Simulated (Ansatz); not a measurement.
`[OH][Hf]([F])([F])[I]` + H–F → `[OH][Hf]([F])([F])[F]` + HI at 298.15 K and 1 bar (ligand exchange at the Hf–I bond).

Calculated with Ansatz (gas phase, PBE0-D4/def2-TZVP geometries, no zero-point term in ΔE). CCSD(T)/CBS adds triple-zeta CCSD(T) − MP2 to the extrapolated MP2 energy (def2 sets, frozen cores). This one scheme is used for every species. def2 core potentials past Kr. For Hf, I outer-core shells are correlated without core-valence functions, which leaves a few kJ/mol of doubt a bond. One conformer a species, not always the lowest.

```tsv
species	CCSD(T)/CBS energy (Eh)	H − E (kJ/mol)	S (J/(mol·K))
`[OH][Hf]([F])([F])[I]`	-621.00680	68.1	396.1
H–F	-100.39570	33.5	173.6
`[OH][Hf]([F])([F])[F]`	-423.37435	69.8	355.7
HI	-298.03592	22.7	206.5
```

H − E and S are ideal-gas, rigid-rotor, harmonic terms from PBE0-D4/def2-TZVP, for one conformer and one mirror image of each species. 1 Eh = 2625.50 kJ/mol, R = 8.31446 J/(mol·K).

Problem. By hand: ΔE, ΔH, ΔS and ΔG.

Solution. ΔE = (-423.37435) + (-298.03592) − (-621.00680) − (-100.39570) = -0.00777 Eh = -20.4 kJ/mol. Δ(H − E) = 69.8 + 22.7 − 68.1 − 33.5 = -9.1, so ΔH = -29.5 kJ/mol. ΔS = 355.7 + 206.5 − 396.1 − 173.6 = -7.5 J/(mol·K). ΔG = -29.5 − 298.15 × (-7.5)/1000 = -27.3 kJ/mol.

Problem. By hand: the equilibrium constant, and the temperature at which ΔG would vanish if ΔH and ΔS stayed fixed.

Solution. log₁₀ K = −ΔG/(RT ln 10) = 4.8. ΔG = 0 at ΔH/ΔS = 3933 K, far beyond where these terms or the molecules hold.

The number of gas molecules stays the same, so ΔS is small and ΔH decides. A doubt of 5 kJ/mol in ΔE shifts log₁₀ K by 0.9 here. Other conformers and mirror images would add mixing entropy, several J/(mol·K) or more a flexible species. These are equilibria of isolated gas molecules and say nothing of rates. Largest T1 diagnostic: 0.016 (customary marks: 0.02 for closed shells, 0.045 for open ones).
